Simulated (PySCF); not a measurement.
BBr3, SMILES BrB(Br)Br.

The structure is a stationary point at r2SCAN-D4/def2-SVP. The isomer is the one that the SMILES or the coordinates give; other isomers of the formula were not compared.

Two levels are set side by side: TDA-PBE/def2-SVPD (PySCF) and TDA-ωB97X/def2-SVPD (PySCF). Vertical, same geometry. The lowest singlet is HOMO→LUMO 100 % with PBE and HOMO→LUMO 99 % with the other functional; states are paired by order. Differences are taken from unrounded values.

```
quantity                               TDA-PBE
-------------------------------------  -------
lowest singlet excitation (eV)            4.07
lowest triplet excitation (TDA) (eV)      3.91
first bright state (f over 0.05) (eV)     5.48
its oscillator strength                   0.15
```

Problem. These are the TDA-PBE values. What does TDA-ωB97X give? (Estimate from the structure and the level; the computed values follow.)

Solution. 
```tsv
quantity	TDA-ωB97X	TDA-PBE minus TDA-ωB97X
lowest singlet excitation (eV)	5.07	-1.00
lowest triplet excitation (TDA) (eV)	4.93	-1.02
first bright state (f over 0.05) (eV)	6.30	-0.83
its oscillator strength	0.17	-0.02
```

A lower first singlet is the usual sign of a functional without exact exchange. Differences between two approximate levels are no errors against the true value.

Rough cost on one machine, each run with all the roots and properties that it gave: TDA-ωB97X against TDA-PBE about 5 times.
